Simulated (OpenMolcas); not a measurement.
## Tl II: RASPT2 settings compared

```json
{"Program": "OpenMolcas 26.06", "Basis": "ANO-R2 [8s7p5d3f1g]", "Scalar Hamiltonian": "X2C, finite nucleus", "Active space": "2 electrons in 9 orbitals (RAS2 6s 6p; RAS3 6d, at most 2 electrons)", "State averaging": "2S+1 = 3 even, 3 roots; 2S+1 = 1 even, 7 roots; 2S+1 = 3 odd, 3 roots; 2S+1 = 1 odd, 3 roots", "Spin-orbit coupling": "state interaction with AMFI integrals over the reference wave functions, term energies averaged over their components"}
```

Methods on the same reference wave functions:
A. RASSCF
B. SS-RASPT2, IPEA 0.1 Eh, imaginary shift 0.05 Eh (closed shells correlated: 5d)
C. SS-RASPT2, IPEA 0.75 Eh, sigma2 regulariser 0.05 Eh (closed shells correlated: 5d)
D. XMS-RASPT2, IPEA 0.3 Eh, sigma2 regulariser 0.5 Eh (closed shells correlated: 5d)

Energies in cm-1 above 6s2 1S0, the measured ground level; measured values from NIST Handbook of Basic Atomic Spectroscopic Data.

```
      Level       A       B       C       D  Measured
    6s2 1S0     0.0     0.0     0.0     0.0       0.0
6s 6p 3P* 0   43942   51410   51350   53050     49451
6s 6p 3P* 1   46563   53880   53850   55530     52394
6s 6p 3P* 2   53276   60740   60690   62390     61728
6s 6p 1P* 1   72763   74350   74850   76190     75663
    6p2 3P0  114419  122590  123090  124590
```

Deviations, from unrounded energies. A percentage is the sum of absolute deviations over the sum of measured energies, with the sign that they share, or ± where signs differ.

| Against measurement | Levels | A | B | C | D |
| --- | --- | --- | --- | --- | --- |
| mean absolute deviation (cm-1) | 4 | 5700 | 1400 | 1300 | 2000 |
| other configurations (%) | 4 | -9.5 | ±2.4 | ±2.2 | +3.3 |

C lies closest to measurement on these levels and A furthest from it. The largest miss of C in the table is 6s 6p 3P* 0, by +1900 cm-1. The ranking rests on the paired levels alone, and a cruder setting can come out closer through cancelling errors.

Among B to D the level of the table that moves most is 6p2 3P0, by 2000 cm-1 (lowest in B, highest in D). Moves below CASPT2's spread within the term are not significant.

The lowest spin-free term lies below A's lowest term by 0.405 hartree in B, 0.398 hartree in C, 0.413 hartree in D.

Term energies are means over components that CASPT2 splits; among the terms shown or strongly mixed into the levels shown the widest spread is 170 cm-1 (6s 6p 1P*, D). Active for correlation alone: 6d; no level in the range computed is led by a configuration that fills it, so any true level of that kind is missing. Spin-orbit splittings of 6p shells tend to come out small when the coupling is added on scalar orbitals. Some terms mix strongly with configurations of 6d, whose occupation reaches 0.17 (6p2 1D) (holds for A). Measured partners are found by configuration, term and J. A level has none where our copy of the source lacks it or the pairing is in doubt (some pairs that miss far off the trend of their configuration count as doubtful), and it then counts in no deviation. Only configurations of the active space appear. Levels that lie high or do not pair safely by name in every column are left out.

* marks odd parity.
